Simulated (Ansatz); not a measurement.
`BCB(C)Cl` + `B[SiH](N)F` → `B[SiH](B)F` + `CB(Cl)CN`  (redistribution)

Program: Ansatz. Geometries: PBE0-D4/def2-TZVP. ΔE: electronic, gas phase. CCSD(T)/CBS is the MP2 limit (def2-TZVPP, def2-QZVPP) plus CCSD(T) − MP2 in def2-TZVPP, frozen cores. Functionals use def2-TZVPP. Each species was taken in one conformer, which may not be the lowest.

```json
{"level": "PBE-D4", "ΔE (kcal/mol)": "41.8", "difference from CCSD(T)/CBS": "-4.3"}
{"level": "r2SCAN-D4", "ΔE (kcal/mol)": "45.0", "difference from CCSD(T)/CBS": "-1.1"}
{"level": "PBE0-D4", "ΔE (kcal/mol)": "43.3", "difference from CCSD(T)/CBS": "-2.8"}
{"level": "ωB97M-V", "ΔE (kcal/mol)": "46.6", "difference from CCSD(T)/CBS": "0.5"}
{"level": "B2PLYP", "ΔE (kcal/mol)": "46.3", "difference from CCSD(T)/CBS": "0.2"}
{"level": "PBE", "ΔE (kcal/mol)": "41.6", "difference from CCSD(T)/CBS": "-4.5"}
{"level": "MP2/def2-TZVPP", "ΔE (kcal/mol)": "49.1", "difference from CCSD(T)/CBS": "3.0"}
{"level": "HF/CBS(def2)", "ΔE (kcal/mol)": "46.6", "difference from CCSD(T)/CBS": "0.5"}
{"level": "MP2/CBS(def2)", "ΔE (kcal/mol)": "49.5", "difference from CCSD(T)/CBS": "3.4"}
{"level": "CCSD/CBS(def2)", "ΔE (kcal/mol)": "46.1", "difference from CCSD(T)/CBS": "0.0"}
{"level": "CCSD(T)/CBS", "ΔE (kcal/mol)": "46.1", "difference from CCSD(T)/CBS": "0"}
```

Largest T1 diagnostic among the species: 0.013.

From PBE to PBE0 (25 % exact exchange), in def2-TZVPP and without D4, ΔE moves by +1.6 kcal/mol.
